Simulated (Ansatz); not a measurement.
**Abstraction of Cl: CH3Cl + C2H5ClGa → CH3 + C2H5Cl2Ga**

Species: CH3Cl (chloromethane) `CCl`, singlet; C2H5ClGa `C[CH2][Ga][Cl]`, doublet; CH3 `[CH3]`, doublet; C2H5Cl2Ga `C[CH2][Ga]([Cl])[Cl]`, singlet. A radical takes Cl: the energy is the difference in strength between the C–Cl bond broken and the Ga–Cl bond made.

Shapes, held fixed at every level: PBE0-D4/def2-TZVP. Flexible molecules stand in one conformer, not always the lowest. Programs: Ansatz 0.2.0. Electronic energies: no zero-point or thermal term.

```json
{"level": "MP2/def2-SVP", "kind": "perturbation theory", "ΔE (kJ/mol)": "-97.3", "less CCSD(T)/def2-TZVPP": "-14.9"}
{"level": "HF/def2-SVP", "kind": "Hartree–Fock", "ΔE (kJ/mol)": "-123.9", "less CCSD(T)/def2-TZVPP": "-41.5"}
{"level": "B3LYP-D4/def2-TZVPP", "kind": "global hybrid", "ΔE (kJ/mol)": "-66.0", "less CCSD(T)/def2-TZVPP": "+16.4"}
{"level": "BHLYP-D4/def2-TZVPP", "kind": "global hybrid", "ΔE (kJ/mol)": "-85.7", "less CCSD(T)/def2-TZVPP": "-3.3"}
{"level": "wB97X-V/def2-TZVPP", "kind": "range-separated hybrid", "ΔE (kJ/mol)": "-74.3", "less CCSD(T)/def2-TZVPP": "+8.1"}
{"level": "B2PLYP/def2-TZVPP", "kind": "double hybrid", "ΔE (kJ/mol)": "-72.6", "less CCSD(T)/def2-TZVPP": "+9.8"}
{"level": "CCSD/def2-SVP", "kind": "coupled cluster or CI", "ΔE (kJ/mol)": "-97.0", "less CCSD(T)/def2-TZVPP": "-14.6"}
{"level": "CCSD(T)/def2-TZVPP", "kind": "coupled cluster or CI", "ΔE (kJ/mol)": "-82.4", "less CCSD(T)/def2-TZVPP": "0.0"}
```

The highest level, CCSD(T)/def2-TZVPP, gives ΔE = -82.4 kJ/mol; the levels span -123.9 to -66.0. The column of differences is taken from that level and isn't an error. No measured value is set beside it here. Open shells run unrestricted. Relativity is left out for Ga. Outer-core shells of Ga are correlated, in sets that cover them unevenly.
